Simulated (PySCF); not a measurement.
Compound: C₄H₇FO₂Si.
Bonds: C1–C2 (double), C2–C3, C3–O4, O4–C5, C5–O6 (double), C5–Si7, Si7–F8. Hydrogens: H9, H10 on C1; H11 on C2; H12, H13 on C3; H14, H15 on Si7.

Computed with TDDFT CAM-B3LYP/def2-SVPD, vertical, gas phase, core orbitals frozen in the response (PySCF 2.14.0, density-fitted response routines). Geometry: GFN2-xTB, one conformer, isolated molecule. Torsions of this conformer, `[CH2:1]=[CH:2][CH2:3][O:4][C:5](=[O:6])[SiH2:7][F:8]`: C1–C2–C3–O4 126°, C2–C3–O4–C5 -85°, C3–O4–C5–O6 0°, O4–C5–Si7–F8 55°.

Lowest singlets, with some entries withheld (?).

```
state  ν̃ (cm⁻¹)       f  main configurations (H = HOMO, L = LUMO)
   S1      39360  0.0034                    H→L (59%), H-1→L (28%)
   S2      56360   0.042                    H-1→L (46%), H→L (35%)
   S3      57660       ?     H→L+1 (24%), H-2→L (17%), H→L+3 (15%)
   S4      58880   0.188                                         ?
   S5      60170   0.044                                         ?
   S6          ?       ?                  H-3→L (56%), H→L+2 (14%)
   S7      62210       ?      H→L+2 (32%), H-3→L (12%), H→L+3 (8%)
   S8          ?   0.024                                         ?
```

Problem. What stands in place of each question mark?

Solution. 
- S3: f = 0.034
- S4: H→L+1 (46%), H-2→L (36%)
- S5: H→L+2 (23%), H→L+1 (22%), H-2→L (20%)
- S6: ν̃ = 61050 cm⁻¹; f = 0.0087
- S7: f = 0.046
- S8: ν̃ = 62980 cm⁻¹; H-2→L+1 (66%), H-5→L+1 (15%)

Problem. What is the mean static polarisability from the same response equations?

Solution. 79.4 au (11.76 Å³), with principal values 65.6, 75.1 and 97.4 au.

Problem. Where do the lowest triplets lie (Tamm–Dancoff)?

Solution. T1 4.23 eV, H→L (56%), H-1→L (29%); T2 4.45 eV, H→L+1 (49%), H-1→L+1 (36%); T3 5.49 eV, H-2→L (66%), H-5→L (8%). E(S1) − E(T1) = +0.64 eV.

Problem. How far apart are S6 and S7, in eV and cm⁻¹?

Solution. 7.713 − 7.570 = 0.143 eV, or about 1150 cm⁻¹.
